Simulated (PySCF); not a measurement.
VOF3, SMILES [O]=[V]([F])([F])[F], multiplicity 1.

Geometry optimised at ωB97X-D3(BJ)/def2-SVP. The multiplicity is an assumed one; other spin states were not compared. The isomer is the one that the SMILES or the coordinates give; other isomers of the formula were not compared.

Two levels are set side by side: PBE/def2-TZVP (PySCF) and PBE0/def2-TZVP (PySCF). Same geometry, gas phase. Differences are taken from unrounded values.

```json
[
 {"quantity": "orbital gap (eV)", "PBE": "4.85"},
 {"quantity": "highest occupied level (eV)", "PBE": "-9.61"},
 {"quantity": "lowest empty level (eV)", "PBE": "-4.76"},
 {"quantity": "dipole moment (D)", "PBE": "0.36"},
 {"quantity": "mean polarisability (bohr³)", "PBE": "33.3"}
]
```

Question: These are the PBE values. What does PBE0 give? (The exact figures need the calculation; the answer reports its results.)

Answer: 
```json
[
 {"quantity": "orbital gap (eV)", "PBE0": "7.56", "PBE minus PBE0": "-2.72"},
 {"quantity": "highest occupied level (eV)", "PBE0": "-11.51", "PBE minus PBE0": "1.90"},
 {"quantity": "lowest empty level (eV)", "PBE0": "-3.95", "PBE minus PBE0": "-0.82"},
 {"quantity": "dipole moment (D)", "PBE0": "0.24", "PBE minus PBE0": "0.12"},
 {"quantity": "mean polarisability (bohr³)", "PBE0": "31.7", "PBE minus PBE0": "1.6"}
]
```

PBE's occupied levels lie high since its potential decays too fast outside the molecule; exact exchange lowers them and widens the gap. PBE's more diffuse valence density responds more strongly to a field. Differences between two approximate levels are no errors against the true value.

Rough cost on one machine, each run with all the roots and properties that it gave: PBE0 against PBE within a factor of 2.
